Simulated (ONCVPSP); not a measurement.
## iron: one change to an ONCV potential, before and after

```json
{"Element": "Fe", "Generator": "ONCVPSP 4.0.1", "Type": "optimised norm-conserving Vanderbilt (ONCV)", "Functional": "PBEsol", "Relativity": "scalar-relativistic", "Frozen core": "[Ar]", "Valence charge": "8", "Reference configuration": "3d6 4s1.75 (charge +0.25)", "Partial waves": "4s: rc 2.45 bohr, ncon 4, nbas 8, qcut 2.7 1/bohr, 3 projectors, debl 3.5 Ha; p scattering state at 0.19 Ha: rc 2.25 bohr, ncon 4, nbas 9, qcut 2.9 1/bohr, 2 projectors, debl 2.8 Ha; 3d: rc 1.45 bohr, ncon 4, nbas 9, qcut 9.2 1/bohr, 1 projector", "Local potential": "polynomial inside 1.30 bohr (lpopt 5, dvloc0 4 Ha)", "Core correction": "Teter function, fcfact 6, rcfact 1.7"}
```

In the p channel the program set the typed energies aside and used 0.050, 2.850 Ha.

All-electron outer shells of the reference configuration (PBEsol, scalar-relativistic, ld1.x):

```json
{"shell": "3p", "level (eV)": "-61.91", "outermost node (bohr)": "0.30", "outermost maximum (bohr)": "0.72"}
{"shell": "3d", "level (eV)": "-9.50", "outermost node (bohr)": "–", "outermost maximum (bohr)": "0.71"}
{"shell": "4s", "level (eV)": "-6.98", "outermost node (bohr)": "1.00", "outermost maximum (bohr)": "2.38"}
```

Change: s: debl 0.2. In the s channel the program set the typed energies aside and used -0.256, 0.250, 0.450 Ha. In the p channel the program set the typed energies aside and used 0.050, 2.850 Ha.

Cutoffs: the cutoffs (Ha) at which the residual kinetic energy of the hardest occupied pseudo-wave falls to 1 and 0.1 mHa per electron; they do not see the model core or the augmentation charge, which bear on the density cutoff. Errors are all-electron minus pseudo energies relative to the spin-unpolarised reference configuration.

**Question.** What does the change do?

**Answer.** The potential gets neither clearly harder nor softer (38 Ha and 57 Ha → 38 Ha and 57 Ha); a bound ghost appears in s, which as a rule spoils a file; the errors of the 4 common tests hardly move; the range in which the s phases agree narrows (upper end at the end of the scan → 2.2).

```tsv
quantity	base	changed
cutoff, loose	38 Ha	38 Ha
cutoff, tight	57 Ha	57 Ha
bound ghosts	none	s
GHOST(+) flags under 300 eV	s at 215.3 eV	s at 72.9 eV
error for 3d6 4s2, meV [ΔE -1.53 eV]	-1.2	-1.2
error for 3d6 4s1, meV [ΔE 7.21 eV]	-33	-33
error for 3d6 4s0, meV [ΔE 23.33 eV]	-386	-386
error for 3d6 4s0 4p2, meV [ΔE 6.96 eV]	-54	-54
s: phases at 2.49 bohr within 0.05 rad from the reference energy up to (Ha; the scan ends near 5)	to the end of the scan	2.2
p: phases at 2.28 bohr within 0.05 rad from the reference energy up to (Ha; the scan ends near 5)	3.5	3.5
d: phases at 1.47 bohr within 0.05 rad from the reference energy up to (Ha; the scan ends near 5)	1.1	1.1
rms error of d²Exc/dni dnj with the model core, mHa	3.62	3.62
```

 A true bound ghost makes a file unfit for plane-wave use even where its test errors are small: the radial tests pick states by their node count and pass the ghost by.
